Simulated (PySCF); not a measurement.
Calculated properties of `CO[Si@@H]1N[SiH2]N[Si@H](N(C)C)N1`

C3H16N4OSi3.
Atom-mapped SMILES: `[CH3:1][O:2][Si@@H:3]1[NH:4][SiH2:5][NH:6][Si@H:7]([N:8]([CH3:9])[CH3:10])[NH:11]1` (hydrogens: H12, H13, H14 on C1; H15 on Si3; H16 on N4; H17, H18 on Si5; H19 on N6; H20 on Si7; H21, H22, H23 on C9; H24, H25, H26 on C10; H27 on N11)

Geometry (PBE0-D3(BJ)/def2-SVP, Å), atoms numbered from 1 in this order:
```xyz
27
C3H16N4OSi3 angstrom
C      3.779    1.493   -1.067
O      2.927    0.393   -0.960
Si     2.090   -0.085    0.396
N      1.808   -1.793    0.427
Si     0.571   -2.742   -0.369
N     -0.854   -1.745   -0.410
Si    -0.882   -0.345    0.635
N     -2.289    0.588    0.261
C     -3.550   -0.039   -0.047
C     -2.403    1.973    0.643
N      0.526    0.660    0.391
H      4.356    1.672   -0.140
H      4.498    1.318   -1.883
H      3.225    2.421   -1.302
H      2.952    0.264    1.565
H      2.501   -2.330    0.943
H      0.885   -3.136   -1.779
H      0.439   -3.997    0.434
H     -1.277   -1.625   -1.327
H     -0.798   -0.872    2.030
H     -4.034    0.441   -0.920
H     -3.405   -1.103   -0.285
H     -4.268    0.020    0.796
H     -3.066    2.116    1.520
H     -2.818    2.585   -0.181
H     -1.418    2.387    0.905
H      0.417    1.441   -0.251
```

PBE0-D3(BJ)/def2-SVP geometry optimisation, gas phase (PySCF):

```
Point group                  : C1
Rotational constants A, B, C : 1.017, 0.496, 0.367 GHz
```

From CAM-B3LYP/def2-SVPD ground state and vertical TDDFT (core frozen in the response) (PySCF):

```
Dipole moment                                                     : 1.57 D
HOMO energy                                                       : -7.76 eV
LUMO energy                                                       : 1.11 eV
HOMO–LUMO gap                                                     : 8.87 eV
Lowest singlet excitation                                         : 6.04 eV (205 nm, f = 0.013)
Strongest line among the 10 lowest singlet transitions            : S4 at 6.80 eV (182 nm, f = 0.056)
Lowest triplet excitation (Tamm–Dancoff)                          : 5.91 eV
Static isotropic polarisability                                   : 141.1 au
Electronic spatial extent ⟨r²⟩ about the centre of nuclear charge : 3184 bohr²
```

From HF/pcSseg-1 ground state and GIAO shieldings, non-relativistic (PySCF):

```
13C chemical shifts (computed TMS as zero) by class         : 46.8 (C1), 33.6 (C9/C10) ppm
1H chemical shifts (computed TMS as zero) by class          : 4.61 (H17), 4.51 (H18), 4.27 (H20), 4.07 (H15), 3.43 (H12/H13/H14), 2.35 (H21/H22/H23/H24/H25/H26), 0.45 (H27), 0.40 (H19), 0.35 (H16) ppm
Isotropic shieldings of nuclei other than C and H, by class : 227 (N11), 229 (N4), 236 (N6), 263 (N8), 318 (O2), 428 (Si7), 428 (Si3), 430 (Si5) ppm
```

Monoisotopic mass from the formula: 208.0632 u.

The rotational constants make it an asymmetric top with κ = (2B − A − C)/(A − C) = -0.60, nearer the prolate limit (−1). S1 lies 2.83 eV below the HOMO–LUMO gap; its leading configuration is HOMO→LUMO, weight 0.58. The largest Löwdin shares of the HOMO are 0.54 on N8, 0.09 on C9, 0.09 on C10 and 0.07 on Si7. The polarisability is 20.91 Å³ as a volume (1 au = 0.148185 Å³), or 1.26 au for each of the 112 electrons. With B = h/(8π²I), that is 505.379 GHz u Å² over I, the principal moments of inertia are 496.8, 1018.4 and 1378.7 u Å² (most abundant isotopes).

One conformer (not necessarily the lowest) at the PBE0-D3(BJ)/def2-SVP geometry, without solvent or vibrations. NMR classes are plain means over equivalent atoms (diastereotopic ones count apart unless rotation or inversion swaps them), as if these changed places fast; in this geometry the members of some classes differ.
